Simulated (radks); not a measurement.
Excited configurations of Mg I: one electron is placed in a higher orbital outside [Ne] 3s1. The ground configuration is [Ne] 3s2. Method: non-relativistic Kohn-Sham, BLYP, spin-unpolarised, spherical densities, point nucleus; computed with a radial shooting solver on a logarithmic mesh with Libxc functionals. Excitation = E - E(ground); binding = E(ion) - E, where the ion is the core of charge +1; n* = 1/sqrt(2 binding) in atomic units, and the quantum defect is n - n*.

| outer orbital | excitation (eV) | binding (eV) | quantum defect | <r> (bohr) |
|---|---|---|---|---|
| 4p | 6.093 | 1.789 | 1.242 | 10.77 |
| 5d | 7.124 | 0.757 | 0.762 | 26.69 |
| 6d | 7.322 | 0.560 | 1.071 | 41.49 |
| 7f | 7.486 | 0.396 | 1.135 | 64.48 |

The Delta-SCF ionisation energy is 7.882 eV (NIST Atomic Spectra Database: 7.646 eV, measured). Self-interaction in the functional shifts the binding energies and quantum defects, so they are the method's values and not measured ones. Spin polarisation and multiplet splitting are left out, so open shells lie too high by an amount that depends on their filling.

Beside tabulated values, note that spin-unpolarised runs miss the spin-polarisation part of the exchange energy of open shells.
